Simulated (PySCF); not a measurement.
## Radial density of Sc+ (scandium, charge +1)

UHF, [Ar] 3d1 4s1, high-spin 3D determinant. Computed with PySCF 2.14 in aug-cc-pVDZ, with the non-relativistic Hamiltonian (point nucleus).

```
r (bohr)  4πr²ρ (e/bohr)  4πr²(ρα − ρβ)
 0.00131          0.1258         0.0001
 0.00220          0.3428         0.0001
 0.00370          0.9108         0.0004
 0.00622           2.318         0.0009
  0.0105           5.489         0.0022
  0.0176           11.52         0.0044
  0.0296           19.81         0.0070
  0.0498           24.75         0.0060
  0.0838           20.66        -0.0007
   0.141           19.30         0.0058
   0.237           26.32         0.0440
   0.399           14.95         0.1300
   0.671           7.066         0.4450
    1.13           8.093         0.5885
    1.90           2.026         0.4917
    3.19          0.4725         0.4405
    5.37         0.08978         0.0898
    9.03       0.0007534         0.0007
```
